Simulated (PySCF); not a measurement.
H₂MgO₂, SMILES [OH][Mg][OH].

Coordinates come from a PBE-D3(BJ)/def2-TZVP optimisation. One conformer was computed; it need not be the lowest.

Two levels are set side by side: PBE/def2-TZVPD (PySCF) and HF/def2-TZVPD (PySCF). Same geometry, gas phase. Differences are taken from unrounded values.

```
quantity                       PBE
---------------------------  -----
orbital gap (eV)              4.37
highest occupied level (eV)  -6.35
lowest empty level (eV)      -1.98
dipole moment (D)             1.05
mean polarisability (bohr³)   34.9
```

**Question.** These are the PBE values. What does HF give? (The exact figures need the calculation; the answer reports its results.)

**Answer.** 
| quantity | HF | PBE minus HF |
|---|---|---|
| orbital gap (eV) | 12.77 | -8.40 |
| highest occupied level (eV) | -12.12 | 5.78 |
| lowest empty level (eV) | 0.64 | -2.62 |
| dipole moment (D) | 1.32 | -0.27 |
| mean polarisability (bohr³) | 24.7 | 10.2 |

Without exact exchange PBE keeps part of each electron's self-repulsion, which lifts occupied levels and narrows the gap. PBE's more diffuse valence density responds more strongly to a field. Differences between two approximate levels are no errors against the true value.

Rough cost on one machine, each run with all the roots and properties that it gave: HF against PBE about 1/4.
